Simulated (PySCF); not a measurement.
Compound: C₂H₅GeNO₂.
Numbering: `[O:1]=[CH:2][C:3](=[O:4])[NH:5][GeH3:6]` (hydrogens: H7 on C2; H8 on N5; H9, H10, H11 on Ge6)

Theory: PBE0-D3(BJ)/def2-SVP geometry optimisation, gas phase in PySCF.

Question: What internal coordinates does the optimisation give?

Answer: 
| bond | length (bohr) | order |
| --- | --- | --- |
| O1=C2 | 2.269 | double |
| C2–C3 | 2.887 | single |
| C3=O4 | 2.300 | double |
| C3–N5 | 2.545 | single |
| N5–Ge6 | 3.528 | single |
| C2–H7 | 2.109 | single |
| N5–H8 | 1.922 | single |
| Ge6–H9, Ge6–H10, Ge6–H11 | 2.897 | single |

Bonds in one row agree within 0.02 bohr and their mean is given. Orders are formal, as drawn. A selection of angles:
| angle | degrees |
| --- | --- |
| O1–C2–C3 | 123.0 |
| O1–C2–H7 | 123.8 |
| C3–C2–H7 | 113.3 |
| C2–C3–O4 | 120.2 |
| C2–C3–N5 | 114.4 |
| O4–C3–N5 | 125.4 |
| C3–N5–Ge6 | 119.9 |
| C3–N5–H8 | 115.3 |
| Ge6–N5–H8 | 124.7 |
| N5–Ge6–H9 | 108.6 |
| N5–Ge6–H11 | 103.9 |
| H9–Ge6–H10 | 112.0 |

Torsions: O1–C2–C3–O4 180° (antiperiplanar); C2–C3–N5–Ge6 179° (antiperiplanar).

Ge6 (germanium bonded to N and 3 H) is distorted tetrahedral (angles from 103.9° to 112.0°). The 6 heavy atoms lie in one plane (0.006 Å rms). H8 on N5 lies 2.31 Å from O1, 4 bonds away (angle at H 105°; Bondi radii sum to 2.72 Å). N5 (amide nitrogen) is planar (angles 124.7°, 119.9° and 115.3°, sum 360.0°, 0.01 Å off the plane of its three neighbours).

Point group: Cs (tolerance 0.08 Å). Stationary, but not proved a minimum. The numbers are those of one conformer.
